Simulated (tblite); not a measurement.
Compound: C5H12BP.
Numbering: `[BH3-:1][P+:2]([CH3:3])([CH:4]=[CH2:5])[CH:6]=[CH2:7]` (hydrogens: H8, H9, H10 on B1; H11, H12, H13 on C3; H14 on C4; H15, H16 on C5; H17 on C6; H18, H19 on C7)
Bond orders are those of one Lewis drawing.

Computed with GFN2-xTB (tblite), gas phase: L-BFGS steps from a force-field or distance-geometry start until the largest atomic force falls under 0.01 eV/Å.

Step 146: E = -557.9431 eV
```
atom  x, y, z in Å  |  force x, y, z in eV/Å
B1     -1.6361   -0.0757    1.4868    0.002   0.013   0.008
P2     -0.3952   -0.2875    0.0288   -0.007   0.015   0.016
C3     -0.8988   -1.5466   -1.2119    0.028   0.024   0.013
C4     -0.0527    1.1660   -0.9991    0.012   0.004   0.018
C5      0.2922    2.3312   -0.4715   -0.026  -0.031  -0.038
C6      1.2434   -0.8862    0.5144    0.019  -0.004  -0.042
C7      2.3655   -0.1862    0.4980   -0.008  -0.045   0.007
H8     -1.7602   -1.1740    1.9339    0.004  -0.011  -0.002
H9     -2.6206    0.3450    0.9635   -0.042   0.001   0.005
H10    -1.1312    0.6916    2.2438    0.007   0.012  -0.003
H11    -1.9339   -1.3616   -1.4961    0.021   0.011   0.003
H12    -0.8353   -2.5301   -0.7483   -0.030   0.005   0.003
H13    -0.2602   -1.5195   -2.0933    0.012   0.001  -0.002
H14    -0.1635    1.0469   -2.0703    0.000  -0.015  -0.010
H15     0.3711    2.4608    0.5957   -0.006  -0.014   0.007
H16     0.4937    3.1986   -1.0807   -0.008   0.016   0.011
H17     1.2174   -1.8895    0.9248   -0.001  -0.010  -0.001
H18     2.4001    0.8187    0.1112    0.008   0.027  -0.008
H19     3.2947   -0.5926    0.8631    0.014   0.002   0.014
```

Step 147: E = -557.9435 eV
```
atom  x, y, z in Å  |  force x, y, z in eV/Å
B1     -1.6328   -0.0726    1.4860    0.007   0.013   0.009
P2     -0.3920   -0.2904    0.0297   -0.015   0.018   0.012
C3     -0.8999   -1.5461   -1.2120    0.016   0.015   0.009
C4     -0.0522    1.1634   -0.9978    0.021   0.016   0.009
C5      0.2868    2.3308   -0.4707   -0.028  -0.030  -0.028
C6      1.2468   -0.8911    0.5113    0.027   0.000  -0.030
C7      2.3663   -0.1864    0.5029   -0.008  -0.019  -0.026
H8     -1.7615   -1.1683    1.9357    0.001  -0.025   0.004
H9     -2.6145    0.3503    0.9600   -0.052   0.005   0.000
H10    -1.1266    0.6948    2.2416    0.012   0.018   0.002
H11    -1.9340   -1.3575   -1.4977    0.021   0.016   0.008
H12    -0.8416   -2.5299   -0.7493   -0.028  -0.007   0.011
H13    -0.2611   -1.5227   -2.0931    0.023   0.006  -0.009
H14    -0.1594    1.0425   -2.0695    0.000  -0.011   0.003
H15     0.3634    2.4631    0.5970   -0.010  -0.020  -0.017
H16     0.4846    3.1981   -1.0814   -0.005   0.014   0.015
H17     1.2233   -1.8972    0.9157   -0.001  -0.001  -0.007
H18     2.3976    0.8220    0.1207    0.008  -0.018   0.016
H19     3.2970   -0.5934    0.8636    0.011   0.010   0.018
```

Problem. Estimate the geometry and energy of step 148. (The exact step hangs on the optimiser's Hessian estimate; all steps are aligned on step 147, rigid shifts and turns removed.)

Solution. E = -557.9440 eV, largest force 0.068 eV/Å
```
atom  x, y, z in Å  |  force x, y, z in eV/Å
B1     -1.6335   -0.0708    1.4847    0.005   0.009   0.004
P2     -0.3894   -0.2914    0.0330   -0.020   0.013   0.004
C3     -0.8966   -1.5436   -1.2109    0.000  -0.009   0.003
C4     -0.0554    1.1622   -0.9948    0.020  -0.006  -0.014
C5      0.2839    2.3294   -0.4693   -0.016   0.016   0.004
C6      1.2499   -0.8928    0.5121   -0.016  -0.030  -0.013
C7      2.3688   -0.1888    0.5028    0.044   0.011  -0.051
H8     -1.7623   -1.1649    1.9364   -0.002  -0.037   0.016
H9     -2.6138    0.3489    0.9539   -0.054   0.009  -0.001
H10    -1.1302    0.6993    2.2385    0.014   0.026   0.013
H11    -1.9267   -1.3486   -1.5057    0.008   0.027   0.009
H12    -0.8514   -2.5278   -0.7481   -0.020  -0.016   0.020
H13    -0.2519   -1.5269   -2.0872    0.037   0.010  -0.018
H14    -0.1695    1.0426   -2.0657   -0.002  -0.015  -0.005
H15     0.3678    2.4605    0.5981   -0.011  -0.018  -0.022
H16     0.4740    3.1985   -1.0799    0.000   0.015   0.012
H17     1.2264   -1.8980    0.9188   -0.005  -0.003  -0.010
H18     2.3994    0.8183    0.1167    0.014  -0.020   0.026
H19     3.3010   -0.5969    0.8593    0.002   0.018   0.022
```

The energy changes by -0.0005 eV. The first-order estimate −F·Δx gives -0.0008 eV and the mean of the old and new forces, exact on a quadratic surface, -0.0005 eV. The step makes an angle of 79° with the force vector and moves no atom by more than 0.014 Å.
